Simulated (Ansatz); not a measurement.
`[SiH3]/C=[CH]\[GaH2]` + `N=CO` → `O/C=[N]/[GaH2]` + `C=C[SiH3]`  (ligand exchange at a Ga–C bond)

Calculated with Ansatz (gas phase, PBE0-D4/def2-TZVP geometries, no zero-point term in ΔE). CCSD(T)/CBS is the MP2 limit (def2-TZVPP, def2-QZVPP) plus CCSD(T) − MP2 in def2-TZVPP, frozen cores. This one scheme is used for every species. Double bonds are as drawn, so ΔE can hold a change between cis and trans. DFT in def2-TZVPP. B3LYP here is the variant with VWN-RPA as its local correlation; programs differ in this. HSE06 is defined as in plane-wave codes. For Ga outer-core shells are correlated without core-valence functions, which leaves a few kJ/mol of doubt a bond. Scalar relativity is left out up to krypton. Each species was taken in one conformer, which may not be the lowest.

`[SiH3]/C=[CH]\[GaH2]`:

```xyz
11

Si   -0.549    0.978   -1.011
C    -1.206    0.169    0.513
C    -0.363   -0.663    1.141
Ga    1.454   -0.938    0.394
H     0.866    0.426   -1.112
H    -0.418    2.457   -0.951
H    -1.232    0.614   -2.280
H    -2.214    0.349    0.888
H    -0.707   -1.165    2.048
H     2.651   -0.079    0.939
H     1.716   -2.149   -0.570
```

`N=CO`:

```xyz
6

N    -0.300    0.993   -0.020
C     0.131   -0.163    0.229
O     0.092   -1.146   -0.676
H    -0.190    1.607    0.780
H     0.575   -0.519    1.161
H    -0.308   -0.772   -1.474
```

`O/C=[N]/[GaH2]`:

Cartesian coordinates in Å:
```
O 1.018 1.683 -1.214
C 0.164 1.119 -0.336
N 0.113 -0.098 -0.090
Ga -0.637 -1.470 0.829
H 1.548 0.964 -1.584
H -0.457 1.906 0.106
H -1.809 -2.224 0.127
H 0.060 -1.880 2.163
```

`C=C[SiH3]`:

Z-matrix (Å, degrees):
```
Si
C 1 1.859
H 1 1.488 2 110.8
H 1 1.487 2 109.0 3 -120.3
H 1 1.488 2 110.8 3 119.3
C 2 1.330 1 123.1 3 120.2
H 2 1.089 1 118.8 3 -59.8
H 6 1.087 2 122.2 1 -180.0
H 6 1.087 2 121.7 1 0.0
```

```
             level  ΔE (kJ/mol)  difference from CCSD(T)/CBS
         revPBE-D4        -39.4                          0.7
            B97M-V        -43.8                         -3.7
           PBE0-D4        -37.8                          2.3
        r2SCAN0-D4        -41.5                         -1.4
          BHLYP-D4        -47.0                         -6.9
      CAM-B3LYP-D4        -49.9                         -9.8
           ωB97M-V        -41.0                         -0.9
          PBE-QIDH        -40.9                         -0.8
            r2SCAN        -44.1                         -4.0
             B3LYP        -55.5                        -15.4
             HSE06        -41.7                         -1.6
         CAM-B3LYP        -54.0                        -13.9
    MP2/def2-TZVPP        -44.0                         -3.9
CCSD(T)/def2-TZVPP        -41.2                         -1.1
SCS-MP2/def2-QZVPP        -47.6                         -7.5
    CCSD/CBS(def2)        -42.2                         -2.1
       CCSD(T)/CBS        -40.1                            0
```

**Question.** What do rigid-rotor, harmonic-oscillator terms from PBE0-D4/def2-TZVP frequencies (298.15 K, 1 bar) make of the CCSD(T)/CBS value? (An estimate is asked.)

**Answer.** The calculation gave: ΔZPE = -2.0 kJ/mol, ΔH = -40.2 kJ/mol, ΔS = 20 J/(mol·K), ΔG = -46.3 kJ/mol.

Largest T1 diagnostic among the species: 0.016.

In def2-TZVPP, CCSD(T) changes the Hartree–Fock value by +21.0 kJ/mol (the triples alone add +2.1 kJ/mol) and MP2 by +18.2 kJ/mol. From BLYP to BHLYP (50 % exact exchange), in def2-TZVPP and without D4, ΔE moves by +4.0 kJ/mol.
